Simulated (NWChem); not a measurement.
GaO, doublet; SMILES [O]=[Ga]

Results from NWChem. Spin-unrestricted. No stability test was run on the SCF state. Each level has its own optimisation; frequencies are unscaled.

Q: Order these runs by computing time, cheapest first, and give rough ratios: PBE0/STO-3G; PBE0/def2-SVPD; PBE0/def2-TZVPD.

A: PBE0/STO-3G (1), PBE0/def2-SVPD (5), PBE0/def2-TZVPD (10). Ratios are rough, from one shared machine; the cheapest took about 9 core-seconds (a rough figure). What differs between the cheapest and the dearest: r Ga–O (Å) 1.400 → 1.705; highest harmonic frequency (cm⁻¹) 1303 → 738; zero-point energy (kcal/mol) 1.9 → 1.1; dipole (D) 0.42 → 3.84.
